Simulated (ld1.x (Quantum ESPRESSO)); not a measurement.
**Tc: variants of one TM potential**

Base potential:

Tc, norm-conserving Troullier–Martins (Kleinman–Bylander form), made with ld1.x (Quantum ESPRESSO) 7.5 (PBE, non-relativistic). Core [Ar] 3d10, reference 4s2 4p6 4d5 5s1.5 5p0 (charge +0.5). Waves: 4s (bound): rc 1.00 bohr; 4p (bound): rc 1.30 bohr; 4d (bound): rc 1.85 bohr. Local part: all-electron potential smoothed inside 1.65 bohr (lloc = -1). Core correction: Bessel-smoothed model core inside 0.70 bohr.

Occupied shells without a wave of their own: 5s. They enter only through the test configuration that unscreens the potential, and ld1.x also counts them in the model core charge.

All-electron outer shells of the reference configuration (PBE, non-relativistic, ld1.x):

| shell | level (eV) | outermost node (bohr) | outermost maximum (bohr) |
| --- | --- | --- | --- |
| 3d | -257.41 | – | 0.31 |
| 4s | -73.00 | 0.51 | 0.98 |
| 4p | -48.23 | 0.51 | 1.04 |
| 4d | -10.72 | 0.50 | 1.25 |
| 5s | -7.78 | 1.31 | 2.76 |
| 5p | -4.02 | 1.46 | 3.45 |

Cutoffs, loose and tight: the cutoffs (Ry, on a coarse ladder) from which the occupation-weighted sum of valence levels, in a spherical-Bessel basis at the reference potential, stays within 10 and 1 mRy of its value at 400 Ry. They do not see the model core or the augmentation charge, which bear on the density cutoff. Test errors are all-electron minus pseudo excitation energies from the reference, over the configurations 4s2 4p6 4d5 5s2 5p0; 4s2 4p6 4d5 5s1 5p0; 4s2 4p6 4d5 5s0 5p0; 4s2 4p6 4d5 5s0 5p1; 4s2 4p6 4d4 5s2 5p1; 4s2 4p5 4d5 5s2 5p0; 4s2 4p6 4d6 5s0 5p0. A dash means not determined; rows that change the core or the reference have their own tests.

With those shells counted twice in exchange and correlation these files are broken, and their errors move erratically; no question is asked of them.

```csv
change,outcome,"cutoff, loose","cutoff, tight",bound ghosts,largest test error (meV)
base,generated,110 Ry,200 Ry,none,-186
wave 4d (bound): rc 1.85 bohr becomes 4d (bound): rc 1.16 bohr,generated,110 Ry,200 Ry,none,-186
wave 4d (bound): rc 1.85 bohr becomes 4d (bound): rc 1.44 bohr,generated,110 Ry,200 Ry,none,-187
wave 4d (bound): rc 1.85 bohr becomes 4d (bound): rc 1.60 bohr,generated,110 Ry,200 Ry,none,-187
wave 4d (bound): rc 1.85 bohr becomes 4d (bound): rc 1.86 bohr,generated,110 Ry,200 Ry,none,-186
wave 4d (bound): rc 1.85 bohr becomes 4d (bound): rc 2.10 bohr,generated,110 Ry,200 Ry,none,-183
wave 4d (bound): rc 1.85 bohr becomes 4d (bound): rc 2.32 bohr,generated,110 Ry,200 Ry,none,-176
wave 4d (bound): rc 1.85 bohr becomes 4d (bound): rc 2.56 bohr,generated,110 Ry,200 Ry,none,-165
wave 4d (bound): rc 1.85 bohr becomes 4d (bound): rc 2.78 bohr,generated,110 Ry,200 Ry,none,-199
```

Reading the sweep of the d radius (base included, trends over the rows without a ghost): The loose cutoff stays near 110 Ry. The median size of the test errors (rows with all tests solved) stays near 65.3 meV.
